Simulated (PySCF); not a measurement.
Question: Write Cartesian coordinates for `CCCCC1CC1` as optimised with GFN2-xTB.

Answer: 
```
atom  x, y, z in Å
C1    -3.2377    0.0215   -0.4912
C2    -2.0197   -0.5627    0.2140
C3    -0.7687    0.2808   -0.0180
C4     0.4572   -0.2994    0.6879
C5     1.6929    0.5272    0.4221
C6     2.4756    0.3115   -0.8374
C7     3.0515   -0.1022    0.4833
H8    -3.0644    0.0807   -1.5635
H9    -3.4478    1.0237   -0.1241
H10   -4.1150   -0.5978   -0.3194
H11   -1.8433   -1.5774   -0.1508
H12   -2.2170   -0.6284    1.2867
H13   -0.9449    1.2969    0.3434
H14   -0.5654    0.3425   -1.0897
H15    0.2693   -0.3403    1.7647
H16    0.6235   -1.3214    0.3397
H17    1.6128    1.5490    0.7748
H18    2.9007    1.1667   -1.3403
H19    2.1479   -0.4662   -1.5105
H20    3.1127   -1.1580    0.7009
H21    3.8710    0.4703    0.8910
```

Orientation and origin are arbitrary. Atoms count from 1 in this order. The 7 C–C bonds span 1.498 Å (C5–C6, drawn single) to 1.529 Å (C3–C4, drawn single), a spread of 0.031 Å. All internal angles of the 3-membered ring C5–C6–C7 are 60.0°.

Bonds between heavy atoms (Å): C1–C2 1.524, C2–C3 1.527, C3–C4 1.529, C4–C5 1.510, C5–C6 1.498, C6–C7 1.499, C5–C7 1.499.

Structure optimised with GFN2-xTB, isolated species.

Point group: C1 (no symmetry element, even within 0.4 Å). Not checked by GFN2-xTB frequencies. The numbers are those of one conformer (C1–C2–C3–C4 180°, C2–C3–C4–C5 179°, C3–C4–C5–C6 -83°).

These are computed values.
